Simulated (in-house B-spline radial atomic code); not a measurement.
# Ar2+: [He] 2s2 2p(2 up, 3 down) 3s2 3p(1 up, 3 down) 3d(1 up, 0 down) (an excited or competing configuration)

Method: non-relativistic LDA VWN5, spin-polarised, spherical fractional occupations, point nucleus. Calculated with a B-spline radial code for spherical atoms.

Effective charges: Z_r = [3n² - l(l+1)]/(2<r>) from the radius, Z_e = n√(-2ε) from the energy, and Slater's rules. Values are occupation-weighted means over spin.

```csv
shell,electrons,ε (eV),<r> (bohr),Z_r,Z_e,Slater
1s,2,-3173.9,0.08636,17.37,15.27,17.70
2s,2,-350.93,0.4093,14.66,10.16,14.20
2p,5,-290.39,0.3664,13.65,9.24,14.20
3s,2,-55.326,1.271,10.62,6.05,8.30
3p,4,-40.566,1.362,9.18,5.18,8.30
3d,1,-17.218,1.766,5.95,3.37,3.00
```

The least bound orbital is 3d up at -17.22 eV, and it is also the most diffuse (<r> = 1.766 bohr). The part-filled 2p shell lies below the filled 3s shell in orbital energy.
